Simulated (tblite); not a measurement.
Compound: C₄H₁₂P₂Si.
Numbering: `[SiH3:1][C@@H:2]1[CH2:3][CH2:4][CH2:5][P:6]1[PH2:7]` (hydrogens: H8, H9, H10 on Si1; H11 on C2; H12, H13 on C3; H14, H15 on C4; H16, H17 on C5; H18, H19 on P7)

Computed with GFN2-xTB (tblite), gas phase: L-BFGS steps from a force-field or distance-geometry start until the largest atomic force falls under 0.01 eV/Å.

Geometry at step 77:
```
atom  x, y, z in Å
Si1    -1.7220    1.6602    1.1972
C2     -0.6120    0.6934   -0.0069
C3     -1.1747   -0.6596   -0.4412
C4      0.0027   -1.4843   -0.9378
C5      0.9758   -1.4661    0.2276
P6      1.0728    0.3219    0.7716
P7      2.3324    1.0204   -0.8701
H8     -3.0393    1.8446    0.5849
H9     -1.7690    0.8891    2.4414
H10    -1.1126    2.9683    1.4077
H11    -0.4237    1.3029   -0.8976
H12    -1.6243   -1.1669    0.4180
H13    -1.9532   -0.5517   -1.1954
H14     0.4749   -0.9917   -1.7944
H15    -0.2995   -2.4997   -1.2037
H16     0.5676   -2.0516    1.0549
H17     1.9650   -1.8592   -0.0118
H18     3.3423    0.0836   -0.6709
H19     2.9871    1.9555   -0.0809
```

**Question.** Give the atomic forces at this geometry.

**Answer.** 
```csv
atom,Fx (eV/Å),Fy (eV/Å),Fz (eV/Å)
Si1,0.090,-0.036,-0.022
C2,0.056,-0.078,-0.041
C3,-0.084,0.032,0.007
C4,-0.023,-0.012,0.093
C5,0.039,-0.013,0.092
P6,0.027,-0.083,-0.071
P7,-0.058,0.050,-0.097
H8,-0.033,-0.072,0.041
H9,-0.093,0.048,-0.010
H10,0.038,0.085,0.073
H11,0.013,0.028,-0.002
H12,0.010,-0.019,-0.014
H13,0.002,0.110,-0.098
H14,-0.140,-0.102,-0.077
H15,0.074,0.032,-0.054
H16,0.045,-0.014,0.084
H17,0.009,-0.008,-0.022
H18,0.021,-0.021,0.096
H19,0.007,0.076,0.021
```

The largest, 0.19 eV/Å, acts on H14; the rms over all components is 0.060 eV/Å. The forces sum to zero within rounding, as they must for an isolated molecule in no field.

**Question.** Give the force on H14 in Eh/bohr and in nN.

**Answer.** 0.190 eV/Å ÷ 51.422 = 0.00369 Eh/bohr, and 0.190 eV/Å × 1.602 = 0.30 nN.

**Question.** How far is this geometry from the end of the optimisation?

**Answer.** 0.093 eV above it, and 0.304 Å rms away after alignment. The bonds farthest from their final lengths, with half the difference of the two atoms' forces along the bond (positive lengthens):

```tsv
bond	now (Å)	final (Å)	force along bond (eV/Å)
P6–P7	2.184	2.174	+0.01
C2–P6	1.893	1.885	-0.02
P7–H19	1.388	1.395	+0.06
Si1–H10	1.458	1.463	+0.05
C5–P6	1.871	1.867	-0.06
C4–C5	1.518	1.522	+0.02
```

The angle farthest from its final value is H8–Si1–H9, 113.1° against 110.2°.

What follows is the cost of the whole relaxation. Time: 1.7 s of wall time. Hardware: Intel Xeon Platinum 8375C at 2.90 GHz, one thread, on a shared host.
